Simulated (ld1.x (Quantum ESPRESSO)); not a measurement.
Reading a pseudo-wave (Si (Z = 14))

Columns: radius, all-electron u(r) and pseudo u(r) of the 3s shell (level -10.87 eV) of silicon in the configuration [Ne] 3s2 3p2; BP86, non-relativistic, TM scheme, ld1.x (Quantum ESPRESSO) 7.5.

```json
{"r (bohr)": "0.082", "all-electron": "0.1569", "pseudo": "0.0199"}
{"r (bohr)": "0.165", "all-electron": "-0.0410", "pseudo": "0.0407"}
{"r (bohr)": "0.248", "all-electron": "-0.2280", "pseudo": "0.0627"}
{"r (bohr)": "0.330", "all-electron": "-0.3238", "pseudo": "0.0863"}
{"r (bohr)": "0.413", "all-electron": "-0.3348", "pseudo": "0.1128"}
{"r (bohr)": "0.495", "all-electron": "-0.2843", "pseudo": "0.1422"}
{"r (bohr)": "0.578", "all-electron": "-0.1948", "pseudo": "0.1759"}
{"r (bohr)": "0.660", "all-electron": "-0.0865", "pseudo": "0.2137"}
{"r (bohr)": "0.742", "all-electron": "0.0287", "pseudo": "0.2563"}
{"r (bohr)": "0.825", "all-electron": "0.1438", "pseudo": "0.3042"}
{"r (bohr)": "0.908", "all-electron": "0.2519", "pseudo": "0.3566"}
{"r (bohr)": "0.990", "all-electron": "0.3487", "pseudo": "0.4115"}
{"r (bohr)": "1.072", "all-electron": "0.4341", "pseudo": "0.4679"}
{"r (bohr)": "1.155", "all-electron": "0.5086", "pseudo": "0.5242"}
{"r (bohr)": "1.238", "all-electron": "0.5711", "pseudo": "0.5770"}
{"r (bohr)": "1.320", "all-electron": "0.6217", "pseudo": "0.6234"}
{"r (bohr)": "1.402", "all-electron": "0.6620", "pseudo": "0.6623"}
{"r (bohr)": "1.485", "all-electron": "0.6930", "pseudo": "0.6930"}
{"r (bohr)": "1.568", "all-electron": "0.7151", "pseudo": "0.7151"}
{"r (bohr)": "1.650", "all-electron": "0.7290", "pseudo": "0.7290"}
{"r (bohr)": "1.733", "all-electron": "0.7360", "pseudo": "0.7360"}
{"r (bohr)": "1.815", "all-electron": "0.7369", "pseudo": "0.7369"}
{"r (bohr)": "1.898", "all-electron": "0.7325", "pseudo": "0.7325"}
{"r (bohr)": "1.980", "all-electron": "0.7237", "pseudo": "0.7237"}
{"r (bohr)": "2.062", "all-electron": "0.7113", "pseudo": "0.7113"}
{"r (bohr)": "2.145", "all-electron": "0.6956", "pseudo": "0.6956"}
```

(1) How many radial nodes do the two functions have?

(2) At about which radius was the pseudo-wave matched?

(3) Where does each function peak?

(4) Is the pseudo-wave norm-conserving?

Results:

(1) The all-electron 3s function has n − l − 1 = 2; the pseudo-wave has 0, since the states of the same l below it are removed with the core.

(2) 1.60 bohr. The columns agree to 0.0005 from 1.40 bohr on; several derivatives are matched, so the curves merge somewhat inside the radius.

(3) Outermost all-electron maximum near 1.81 bohr, pseudo maximum near 1.81 bohr (to the table’s step).

(4) Yes: the TM scheme keeps the norm inside the radius equal to the all-electron one, which fixes the energy derivative of the logarithmic derivative at the level.
